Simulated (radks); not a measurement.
Species: Cs8+. Configuration: [Kr] 4d10 5s1 (the NIST ground configuration).

Calculated with a radial shooting solver on a logarithmic mesh with Libxc functionals: scalar-relativistic Kohn-Sham, BLYP, spin-polarised, spherical densities, finite nucleus; open shells are filled with parallel spins first (spin-orbit coupling, left out, can overturn this in heavy ions); Fermi nuclear charge, rms radius 4.8041 fm.

Energy parts (hartree):
total: -7771.7196
kinetic: 8188.8067
electron-nucleus: -18616.5413
Hartree: 2845.3714
exchange-correlation: -189.3564

Orbitals (lengths in bohr, moments of r in powers of bohr; r(max) is where P^2 peaks; r(90%) holds 90 % of the orbital's charge):
orbital,occ.,eigenvalue (hartree),r(90%),r(max)
1s up,1,-1319.799,0.0470,0.01678
1s down,1,-1319.795,0.0470,0.01678
2s up,1,-210.4289,0.173,0.09488
2s down,1,-210.4267,0.173,0.09488
2p up,3,-189.2107,0.160,0.07617
2p down,3,-189.2085,0.160,0.07617
3s up,1,-46.90171,0.439,0.2725
3s down,1,-46.89840,0.439,0.2725
3p up,3,-40.07196,0.445,0.2665
3p down,3,-40.06858,0.445,0.2665
3d up,5,-30.04135,0.428,0.2203
3d down,5,-30.03822,0.428,0.2203
4s up,1,-12.00965,0.995,0.6413
4s down,1,-12.00191,0.994,0.6414
4p up,3,-9.81410,1.07,0.6710
4p down,3,-9.80505,1.07,0.6710
4d up,5,-6.60438,1.23,0.7159
4d down,5,-6.59074,1.22,0.7156
5s up,1,-4.41179,2.13,1.434
5s down,0,-4.36360,2.14,1.433

The highest occupied level is 5s up at -120.05 eV. The density falls to 0.001 e/bohr^3 at r = 2.58 bohr. The electron density at the nucleus is 3.066e+05 e/bohr^3 (large components only). Summed over all electrons, <r^2> = 16.83 bohr^2, which gives a Langevin (diamagnetic) susceptibility term of -13.3 x 10^-6 cm^3/mol. For comparison, the ionisation energy in NIST's Atomic Spectra Database is 125.6 eV (semi-empirical). In exact Kohn-Sham theory the highest level is minus the ionisation energy, but local and semilocal functionals leave it too shallow, through self-interaction and a potential that decays too fast; potentials with the right tail come closer. The spin density at the nucleus is 157.1 e/bohr^3 (1s 0.6, 2s 0.2, 3s 0.0, 4s -0.2, 5s 156.6). Spin moment in Bohr magnetons: 1.
